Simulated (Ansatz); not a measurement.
Cost and result for the atomization energy of C$_{3}$H$_{7}$GaSi (12 atoms, 11 bonds).

Z-matrix (Å, degrees):
```
C
C 1 1.494
Si 1 1.873 2 65.0
H 1 1.088 2 117.8 3 116.7
H 1 1.089 2 115.0 3 -104.3
C 2 1.327 1 137.4 3 -158.0
H 3 1.478 1 120.4 2 100.5
H 3 1.479 1 119.0 2 -106.8
H 6 1.088 2 121.5 1 -14.0
H 6 1.085 2 121.5 1 166.5
H 8 2.595 3 91.0 1 44.3
Ga 11 1.691 8 79.9 3 80.9
```

Charge 0, multiplicity 1. Correlated methods include outer-core shells of Ga, which these sets cover unevenly. Scalar relativity is left out up to krypton. The bonds changed during the relaxation, so this is another structure than the one it started from. Geometry: relaxed with PBE0-D4/def2-TZVP. Program: Ansatz. All runs use 4 threads of an Arm Neoverse V2 on a shared host. Times are those of one run each, without the atoms' runs, and a repeat can differ threefold. Electronic energies, without spin–orbit coupling; frozen cores. CCSD(T)/CBS adds CCSD(T) − MP2 in def2-TZVPP to the MP2 limit, and its time is that of the two runs behind it. T1 = 0.014. With those shells the extrapolation isn't a true limit. B3LYP takes the VWN-RPA correlation (the form of Gaussian; ORCA's B3LYP/G).

CCSD(T)/CBS is a level of theory with its own doubt, some kJ/mol a heavy atom from the limit and from the frozen cores, so smaller differences don't rank the functionals.

| level | functions | atomization (kcal/mol) | difference from CCSD(T)/CBS | per bond |
| --- | --- | --- | --- | --- |
| PBE0-D4/def2-TZVPP | 281 | 991.3 | 5.6 | 0.5 |
| MP2/def2-QZVPP | 540 | 985.4 | -0.3 | 0.0 |
| CCSD(T)/def2-TZVPP | 281 | 961.5 | -24.2 | -2.2 |
| B3LYP-D4/def2-TZVPP (with forces) | 281 | 986.9 | 1.2 | 0.1 |
| CCSD(T)/CBS(def2) | – | 985.7 | 0.0 | 0.0 |
| PBE-D4/def2-TZVPP (with forces) | 281 | 1006.8 | 21.1 | 1.9 |
| r2SCAN-D4/def2-TZVPP (with forces) | 281 | 990.6 | 4.9 | 0.4 |
| ωB97X-V/def2-TZVPP | 281 | 986.8 | 1.1 | 0.1 |
| ωB97M-V/def2-TZVPP (with forces) | 281 | 988.0 | 2.3 | 0.2 |
| B2PLYP/def2-TZVPP | 281 | 972.5 | -13.2 | -1.2 |

**Question.** Order the runs by time, with rough figures. (Estimate.)

**Answer.** The calculation gave: PBE-D4/def2-TZVPP (with forces) 3.2 s; PBE0-D4/def2-TZVPP 4.1 s; r2SCAN-D4/def2-TZVPP (with forces) 6.5 s; B3LYP-D4/def2-TZVPP (with forces) 6.5 s; B2PLYP/def2-TZVPP 8 s; ωB97X-V/def2-TZVPP 10 s; ωB97M-V/def2-TZVPP (with forces) 15 s; MP2/def2-QZVPP 42 s; CCSD(T)/def2-TZVPP 4.3 min; CCSD(T)/CBS(def2) 5 min.

From PBE to PBE0 (25 % exact exchange), in def2-TZVPP and without D4, the atomization energy moves by −14.3 kcal/mol: exact exchange takes away binding that semilocal exchange gives to molecules. In def2-TZVPP, CCSD(T) changes the Hartree–Fock value by +245.8 kcal/mol (the triples alone add +16.4 kcal/mol) and MP2 by +255.5 kcal/mol; breaking electron pairs costs correlation energy, which Hartree–Fock lacks. The D4 term adds +13.5 kcal/mol with B3LYP and +7.0 kcal/mol with PBE0; it sums over pairs of atoms, weighted by their polarisabilities, and B3LYP, whose exchange is more repulsive, gets the larger term.
